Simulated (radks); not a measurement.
Results of a calculation; reference values are marked as such.
The platinum ion Pt2+, configuration [Xe] 4f14 5d8.

Level of theory: scalar-relativistic Kohn-Sham, PBEsol, spin-polarised, spherical densities, point nucleus; open shells are filled with parallel spins first (spin-orbit coupling, left out, can overturn this in heavy ions) (a radial shooting solver on a logarithmic mesh with Libxc functionals).

Energy parts (hartree):
part                       energy
total                 -18407.3153
kinetic                20533.0921
electron-nucleus      -45695.0453
Hartree                 7103.0785
exchange-correlation    -348.4406

Orbitals (lengths in bohr, moments of r in powers of bohr; r(90%) holds 90 % of the orbital's charge):
orbital  occ.  eigenvalue (hartree)  r(90%)       <r^4>
1s up       1             -2882.337  0.0313   4.517e-07
1s down     1             -2882.337  0.0313   4.517e-07
2s up       1             -506.9949   0.112  0.00006657
2s down     1             -506.9899   0.112  0.00006657
2p up       3             -439.4851   0.106  0.00005368
2p down     3             -439.4810   0.106  0.00005367
3s up       1             -119.6725   0.274    0.002416
3s down     1             -119.6704   0.274    0.002416
3p up       3             -100.0178   0.281    0.002644
3p down     3             -100.0155   0.281    0.002644
3d up       5             -78.71148   0.264    0.002033
3d down     5             -78.70780   0.264    0.002033
4s up       1             -26.31084   0.595     0.05468
4s down     1             -26.30593   0.595     0.05467
4p up       3             -19.86562   0.641     0.07313
4p down     3             -19.86094   0.641     0.07310
4d up       5             -12.04403   0.699      0.1025
4d down     5             -12.03855   0.699      0.1023
4f up       7              -3.35237   0.834      0.2226
4f down     7              -3.34420   0.832      0.2196
5s up       1              -4.52935    1.36       1.507
5s down     1              -4.49454    1.36       1.494
5p up       3              -2.84437    1.60       2.844
5p down     3              -2.80127    1.60       2.823
5d up       5              -0.97429    2.38       13.88
5d down     3              -0.92548    2.40       14.55

The highest occupied level is 5d down at -25.184 eV. Summed over all electrons, <r^2> = 42.37 bohr^2, which gives a Langevin (diamagnetic) susceptibility term of -33.6 x 10^-6 cm^3/mol.
